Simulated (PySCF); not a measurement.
Compound: C7H9PS.
Z-matrix (Å and degrees, PBE0-D3(BJ)/def2-SVP geometry), rows numbered from 1:
```
C 
C   1  1.5187
C   2  1.4945  1  116.23
P   3  1.6776  2  124.81  1    -0.62
C   4  1.8243  3  102.45  2  -177.03
C   5  1.4328  4  121.92  3  -146.15
C   6  1.3683  5  113.02  4  -177.76
S   7  1.7175  6  111.48  5     0.94
C   5  1.3785  4  126.66  3    37.87
H   1  1.1000  2  110.98  3   179.76
H   1  1.1015  2  111.22  3    59.50
H   1  1.1012  2  111.24  3   -60.01
H   2  1.1068  1  110.04  3   123.08
H   2  1.1074  1  109.89  3  -122.81
H   3  1.0984  2  115.26  1   178.68
H   6  1.0916  5  123.63  4     2.92
H   7  1.0893  6  128.19  5  -179.01
H   9  1.0896  5  127.74  4    -0.91
```

Computed with PySCF at B3LYP/def2-SVPD, non-relativistic, on one gas-phase PBE0-D3(BJ)/def2-SVP geometry that isn't relaxed in the solvent. The solvent is an IEF-PCM continuum (Bondi radii, 1.10 Å for H, scaled by 1.2), and excitations are vertical TDDFT with non-equilibrium linear response and a frozen core. Specific hydrogen bonds and non-electrostatic terms are outside this model.

Gas-phase singlets (H = HOMO, L = LUMO):

| state | E (eV) | λ (nm) | f | leading configurations |
| --- | --- | --- | --- | --- |
| S1 | 4.156 | 298 | 0.134 | H→L 83%, H-2→L 13% |
| S2 | 4.506 | 275 | 0.013 | H-1→L 78%, H-2→L 14% |
| S3 | 4.720 | 263 | 0.085 | H-2→L 60%, H→L 12%, H-1→L 10% |
| S4 | 5.047 | 246 | 0.023 | H→L+1 66%, H-3→L 23% |
| S5 | 5.558 | 223 | 0.049 | H-3→L 38%, H→L+2 30%, H→L+1 10% |

Q: What are the lowest 5 singlets in acetone (ε = 20.49)?

A: 
| state | E (eV) | λ (nm) | f | leading configurations | change by rank (eV) |
| --- | --- | --- | --- | --- | --- |
| S1 | 4.111 | 302 | 0.181 | H→L 87%, H-2→L 9% | -0.045 |
| S2 | 4.498 | 276 | 0.029 | H-1→L 81%, H-2→L 13% | -0.008 |
| S3 | 4.707 | 263 | 0.095 | H-2→L 65%, H-3→L 10%, H-1→L 9% | -0.013 |
| S4 | 5.046 | 246 | 0.036 | H→L+1 70%, H-3→L 20% | -0.001 |
| S5 | 5.527 | 224 | 0.132 | H-3→L 58%, H→L+1 15%, H-2→L 10% | -0.031 |

Q: The ground-state energy changes by -0.151 eV from gas to acetone. By how much does the total energy of gas-phase S1 change?

A: E(S1) = E(S0) + excitation energy, so it changes by -0.151 − 0.045 = -0.196 eV: it is lowered more than the ground state, which is what a red shift means. This is the vertical state, with the slow part of the continuum still set for S0.

Q: How do the frontier levels move from gas to acetone?

A: 
| orbital | gas (eV) | solvent (eV) | change (eV) | Löwdin shares, gas | Löwdin shares, solvent |
| --- | --- | --- | --- | --- | --- |
| LUMO+2 | 0.17 | 0.30 | +0.13 | S8 55 %, C9 7 %, C7 6 %, H18 4 % | S8 57 %, C9 7 %, C7 6 %, P4 4 % |
| LUMO+1 | -0.64 | -0.63 | +0.01 | C7 22 %, S8 17 %, C9 14 %, C6 13 % | C7 21 %, S8 18 %, C9 14 %, C6 13 % |
| LUMO | -1.70 | -1.70 | 0.00 | P4 32 %, C3 28 %, C5 9 %, C9 9 % | P4 32 %, C3 29 %, C5 9 %, C9 8 % |
| HOMO | -6.29 | -6.29 | 0.00 | C3 22 %, P4 19 %, C9 13 %, C5 13 % | C3 22 %, P4 19 %, C9 14 %, C5 13 % |
| HOMO-1 | -6.94 | -6.93 | +0.01 | C6 26 %, C7 23 %, C9 17 %, S8 17 % | C6 26 %, C7 23 %, S8 16 %, C9 16 % |
| HOMO-2 | -7.24 | -7.29 | -0.05 | P4 53 %, C3 17 %, C5 11 %, S8 5 % | P4 52 %, C3 16 %, C5 11 %, S8 6 % |
| HOMO-3 | -7.78 | -7.81 | -0.03 | P4 23 %, S8 21 %, C5 20 %, C3 10 % | P4 24 %, S8 21 %, C5 20 %, C3 10 % |

The HOMO–LUMO gap goes from 4.59 to 4.59 eV.

Hardware: Intel Xeon 6975P-C, one thread, shared host with 192 logical CPUs at a one-minute load of 96. Cost: 41 s wall, 1.3 GiB resident at most. This is the whole response run at B3LYP/def2-SVPD in acetone, SCF included.
